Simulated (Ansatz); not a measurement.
Cost and result for the atomization energy of `C=C=C[SiH2][SiH3]` (13 atoms, 12 bonds).

```xyz
13

C     2.299   -1.194    1.535
C     1.713   -0.565    0.560
C     1.093    0.040   -0.412
Si   -0.649   -0.417   -0.893
Si   -2.113    1.342   -0.395
H     2.899   -2.078    1.350
H     2.209   -0.847    2.559
H     1.603    0.846   -0.937
H    -1.044   -1.644   -0.153
H    -0.712   -0.692   -2.356
H    -2.133    1.598    1.071
H    -1.667    2.585   -1.084
H    -3.498    1.027   -0.843
```

Total charge 0; spin multiplicity 1. All single points use the PBE0-D4/def2-TZVP geometry. It is one conformer, not always the lowest. Program: Ansatz. All runs use 4 threads of an Arm Neoverse V1 on a shared host. Times are those of one run each, without the atoms' runs, and a repeat can differ threefold. Electronic energies, without spin–orbit coupling; frozen cores. CCSD(T)/CBS adds CCSD(T) − MP2 in def2-TZVPP to the MP2 limit, and its time is that of the two runs behind it. T1 = 0.013. B3LYP takes the VWN-RPA correlation (the form of Gaussian; ORCA's B3LYP/G).

CCSD(T)/CBS is a level of theory with its own doubt, some kJ/mol a heavy atom from the limit and from the frozen cores, so smaller differences don't rank the functionals.

```json
{"level": "PBE-D4/def2-TZVPP (with forces)", "functions": "289", "wall time": "3 s"}
{"level": "PBE0-D4/def2-TZVPP", "functions": "289", "wall time": "3.8 s"}
{"level": "r2SCAN-D4/def2-TZVPP (with forces)", "functions": "289", "wall time": "5.5 s"}
{"level": "B3LYP-D4/def2-TZVPP (with forces)", "functions": "289", "wall time": "6 s"}
{"level": "B2PLYP/def2-TZVPP", "functions": "289", "wall time": "7 s"}
{"level": "ωB97X-V/def2-TZVPP", "functions": "289", "wall time": "10 s"}
{"level": "ωB97M-V/def2-TZVPP (with forces)", "functions": "289", "wall time": "15 s"}
{"level": "MP2/def2-QZVPP", "functions": "551", "wall time": "35 s"}
{"level": "CCSD(T)/def2-TZVPP", "functions": "289", "wall time": "3.4 min"}
{"level": "CCSD(T)/CBS(def2)", "functions": "–", "wall time": "4 min"}
```

Question: What atomization energy does each give, and how far from CCSD(T)/CBS? (Estimate.)

Answer: Ansatz gave: 
```json
{"level": "PBE-D4/def2-TZVPP (with forces)", "atomization (kJ/mol)": "4787.4", "difference from CCSD(T)/CBS": "74.3", "per bond": "6.2"}
{"level": "PBE0-D4/def2-TZVPP", "atomization (kJ/mol)": "4730.5", "difference from CCSD(T)/CBS": "17.4", "per bond": "1.5"}
{"level": "r2SCAN-D4/def2-TZVPP (with forces)", "atomization (kJ/mol)": "4739.5", "difference from CCSD(T)/CBS": "26.4", "per bond": "2.2"}
{"level": "B3LYP-D4/def2-TZVPP (with forces)", "atomization (kJ/mol)": "4733.5", "difference from CCSD(T)/CBS": "20.4", "per bond": "1.7"}
{"level": "B2PLYP/def2-TZVPP", "atomization (kJ/mol)": "4670.8", "difference from CCSD(T)/CBS": "-42.3", "per bond": "-3.5"}
{"level": "ωB97X-V/def2-TZVPP", "atomization (kJ/mol)": "4737.0", "difference from CCSD(T)/CBS": "23.9", "per bond": "2.0"}
{"level": "ωB97M-V/def2-TZVPP (with forces)", "atomization (kJ/mol)": "4726.7", "difference from CCSD(T)/CBS": "13.6", "per bond": "1.1"}
{"level": "MP2/def2-QZVPP", "atomization (kJ/mol)": "4693.8", "difference from CCSD(T)/CBS": "-19.3", "per bond": "-1.6"}
{"level": "CCSD(T)/def2-TZVPP", "atomization (kJ/mol)": "4600.6", "difference from CCSD(T)/CBS": "-112.5", "per bond": "-9.4"}
{"level": "CCSD(T)/CBS(def2)", "atomization (kJ/mol)": "4713.1", "difference from CCSD(T)/CBS": "0.0", "per bond": "0.0"}
```

In def2-TZVPP, CCSD(T) changes the Hartree–Fock value by +1052.2 kJ/mol (the triples alone add +63.8 kJ/mol) and MP2 by +1078.9 kJ/mol; breaking electron pairs costs correlation energy, which Hartree–Fock lacks. The D4 term adds +44.9 kJ/mol with B3LYP and +24.0 kJ/mol with PBE0; it sums over pairs of atoms, weighted by their polarisabilities, and B3LYP, whose exchange is more repulsive, gets the larger term. From PBE to PBE0 (25 % exact exchange), in def2-TZVPP and without D4, the atomization energy moves by −52.9 kJ/mol: exact exchange takes away binding that semilocal exchange gives to molecules.
